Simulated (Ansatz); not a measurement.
Basis-set series for CH5FN2OSi (`N=C[Si](N)(O)F`). Charge 0, multiplicity 1. The structure was optimised at the PBE0-D4/def2-TZVP level. It is one conformer, not always the lowest.

| functional | basis | functions | energy (Eh) | HOMO (eV) | LUMO (eV) |
| --- | --- | --- | --- | --- | --- |
| PBE0-D4 | def2-SVP | 113 | -614.49865 | -7.29 | -0.79 |
| PBE0-D4 | def2-QZVPP | 505 | -615.04177 | -7.60 | -1.13 |
| ωB97M-V | def2-SVP | 113 | -614.83978 | -9.60 | 1.58 |
| ωB97M-V | def2-QZVPP | 505 | -615.39136 | -9.93 | 1.09 |

Q: Give the rows for def2-TZVPP. (Estimate.)

A: Ansatz gave: 
| functional | basis | functions | energy (Eh) | HOMO (eV) | LUMO (eV) |
| --- | --- | --- | --- | --- | --- |
| PBE0-D4 | def2-TZVPP | 267 | -615.01249 | -7.55 | -1.06 |
| ωB97M-V | def2-TZVPP | 267 | -615.36398 | -9.88 | 1.21 |

Positive LUMOs are unbound and depend on the basis.
